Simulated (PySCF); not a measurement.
# Mayer bond orders and bond lengths

Compound: C5H11PSi.
Atom-mapped SMILES: `[CH:1]#[C:2][CH2:3][P:4]([CH3:5])[SiH2:6][CH3:7]` (hydrogens: H8 on C1; H9, H10 on C3; H11, H12, H13 on C5; H14, H15 on Si6; H16, H17, H18 on C7)

Geometry (GFN2-xTB, Å), atoms numbered from 1 in this order:
```
atom  x, y, z in Å
C1     1.9565    1.5095    0.7218
C2     1.5758    0.8772   -0.2222
C3     1.0941    0.0820   -1.3200
P4    -0.0946   -1.2788   -0.8061
C5     0.9643   -2.1195    0.4558
Si6   -1.4471   -0.1422    0.5857
C7    -2.1446    1.3591   -0.3441
H8     2.3003    2.0832    1.5297
H9     0.5663    0.7126   -2.0418
H10    1.9336   -0.3987   -1.8340
H11    0.3406   -2.8040    1.0265
H12    1.4265   -1.3962    1.1253
H13    1.7400   -2.6938   -0.0497
H14   -0.8262    0.3012    1.8426
H15   -2.5242   -1.0859    0.9178
H16   -2.9545    1.8128    0.2169
H17   -1.3827    2.1175   -0.4993
H18   -2.5331    1.0704   -1.3165
```

Bond orders from the PBE0/pcSseg-1 density (PySCF). Isolated species at its GFN2-xTB geometry (one conformer only).

Problem. How far do the computed orders between heavy atoms stray from the drawn ones?

Solution. The largest departure is 0.450, at C1–C2 (drawn triple, 2.550). Drawn double or triple, more than 0.30 short of the drawn order: C1–C2 (2.550).

Problem. Set the Mayer orders of the bonds beside their lengths.

Solution. 
```json
{"bond": "C1–C2", "drawn as": "triple", "length (Å)": "1.198", "Mayer order": "2.550"}
{"bond": "C2–C3", "drawn as": "single", "length (Å)": "1.439", "Mayer order": "1.059"}
{"bond": "C3–P4", "drawn as": "single", "length (Å)": "1.879", "Mayer order": "0.935"}
{"bond": "P4–C5", "drawn as": "single", "length (Å)": "1.849", "Mayer order": "0.981"}
{"bond": "P4–Si6", "drawn as": "single", "length (Å)": "2.249", "Mayer order": "0.902"}
{"bond": "Si6–C7", "drawn as": "single", "length (Å)": "1.899", "Mayer order": "0.956"}
{"bond": "C1–H8", "drawn as": "single", "length (Å)": "1.049", "Mayer order": "1.146"}
{"bond": "C3–H9", "drawn as": "single", "length (Å)": "1.094", "Mayer order": "0.913"}
{"bond": "C3–H10", "drawn as": "single", "length (Å)": "1.096", "Mayer order": "0.914"}
{"bond": "C5–H11", "drawn as": "single", "length (Å)": "1.088", "Mayer order": "0.956"}
{"bond": "C5–H12", "drawn as": "single", "length (Å)": "1.089", "Mayer order": "0.938"}
{"bond": "C5–H13", "drawn as": "single", "length (Å)": "1.090", "Mayer order": "0.955"}
{"bond": "Si6–H14", "drawn as": "single", "length (Å)": "1.470", "Mayer order": "0.924"}
{"bond": "Si6–H15", "drawn as": "single", "length (Å)": "1.470", "Mayer order": "0.938"}
{"bond": "C7–H16", "drawn as": "single", "length (Å)": "1.085", "Mayer order": "0.961"}
{"bond": "C7–H17", "drawn as": "single", "length (Å)": "1.086", "Mayer order": "0.953"}
{"bond": "C7–H18", "drawn as": "single", "length (Å)": "1.086", "Mayer order": "0.956"}
```

By pair of heavy elements: C–C: lowest C2–C3 (1.059, 1.439 Å), highest C1–C2 (2.550, 1.198 Å). C–P: lowest C3–P4 (0.935, 1.879 Å), highest P4–C5 (0.981, 1.849 Å).

Problem. Sum the orders of all bonds at each heavy atom with more than one neighbour and set the sums beside the valence in the SMILES.

Solution. C1 3.696 (drawn 4), C2 3.609 (drawn 4), C3 3.821 (drawn 4), P4 2.818 (drawn 3), C5 3.830 (drawn 4), Si6 3.720 (drawn 4), C7 3.826 (drawn 4). Orders between atoms that aren't bonded are not in these sums.

The Mayer order sums products of elements of PS (density times overlap matrix) between the two atoms' basis functions, so it depends on the basis set.
